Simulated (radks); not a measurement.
The magnesium ion Mg+ inside a hard spherical wall (all orbitals vanish at R), configuration held at [Ne] 3s1 and not refilled when levels cross. Method: scalar-relativistic Kohn-Sham, LDA (Slater exchange, Perdew-Wang correlation), spin-polarised, spherical densities, point nucleus; open shells are filled with parallel spins first; computed with a radial shooting solver on a logarithmic mesh with Libxc functionals. Eigenvalues in eV for spin up, with the zero of energy where the potential of the charges vanishes at infinity; a dash marks a level that is unbound or too diffuse for the functional's potential to be trusted. A positive occupied level is held by the wall or, in an anion where self-interaction has pushed it up, behind a barrier. The pressure on the wall is -dE/dV.

[
 {"R (bohr)": "free", "E (hartree)": "-199.17190", "kinetic (hartree)": "199.183", "e(1s)": "-1262.6", "e(2s)": "-88.381", "e(2p)": "-55.805", "e(3s)": "-12.000", "e(3p, empty)": "-7.546", "e(4s, empty)": "-3.312", "pressure (GPa)": "0"},
 {"R (bohr)": "20", "E (hartree)": "-199.17190", "kinetic (hartree)": "199.183", "e(1s)": "-1262.6", "e(2s)": "-88.381", "e(2p)": "-55.805", "e(3s)": "-12.000", "e(3p, empty)": "-7.546", "e(4s, empty)": "-3.311", "pressure (GPa)": "< 0.0001"},
 {"R (bohr)": "15", "E (hartree)": "-199.17190", "kinetic (hartree)": "199.183", "e(1s)": "-1262.6", "e(2s)": "-88.381", "e(2p)": "-55.805", "e(3s)": "-12.000", "e(3p, empty)": "-7.546", "e(4s, empty)": "-3.287", "pressure (GPa)": "< 0.0001"},
 {"R (bohr)": "10", "E (hartree)": "-199.17188", "kinetic (hartree)": "199.183", "e(1s)": "-1262.6", "e(2s)": "-88.379", "e(2p)": "-55.803", "e(3s)": "-11.999", "e(3p, empty)": "-7.538", "e(4s, empty)": "-2.722", "pressure (GPa)": "0.000655"},
 {"R (bohr)": "8", "E (hartree)": "-199.17149", "kinetic (hartree)": "199.188", "e(1s)": "-1262.6", "e(2s)": "-88.348", "e(2p)": "-55.772", "e(3s)": "-11.973", "e(3p, empty)": "-7.453", "e(4s, empty)": "-1.269", "pressure (GPa)": "0.0234"},
 {"R (bohr)": "7", "E (hartree)": "-199.17002", "kinetic (hartree)": "199.201", "e(1s)": "-1262.5", "e(2s)": "-88.265", "e(2p)": "-55.690", "e(3s)": "-11.895", "e(3p, empty)": "-7.260", "e(4s, empty)": "0.567", "pressure (GPa)": "0.133"},
 {"R (bohr)": "5", "E (hartree)": "-199.14082", "kinetic (hartree)": "199.359", "e(1s)": "-1261.6", "e(2s)": "-87.442", "e(2p)": "-54.873", "e(3s)": "-10.743", "e(3p, empty)": "-5.233", "e(4s, empty)": "11.888", "pressure (GPa)": "3.90"},
 {"R (bohr)": "4", "E (hartree)": "-199.05462", "kinetic (hartree)": "199.688", "e(1s)": "-1260.2", "e(2s)": "-86.194", "e(2p)": "-53.635", "e(3s)": "-7.856", "e(3p, empty)": "-1.132", "e(4s, empty)": "29.286", "pressure (GPa)": "22.9"},
 {"R (bohr)": "2.5", "E (hartree)": "-198.15299", "kinetic (hartree)": "202.401", "e(1s)": "-1252.6", "e(2s)": "-80.501", "e(2p)": "-47.792", "e(3s)": "17.897", "e(3p, empty)": "28.117", "e(4s, empty)": "128.84", "pressure (GPa)": "637"},
 {"R (bohr)": "1.5", "E (hartree)": "-191.21078", "kinetic (hartree)": "222.019", "e(1s)": "-1209.9", "e(2s)": "-52.041", "e(2p)": "-16.882", "e(3s)": "161.71", "e(3p, empty)": "161.69", "e(4s, empty)": "512.11", "pressure (GPa)": "21400"}
]
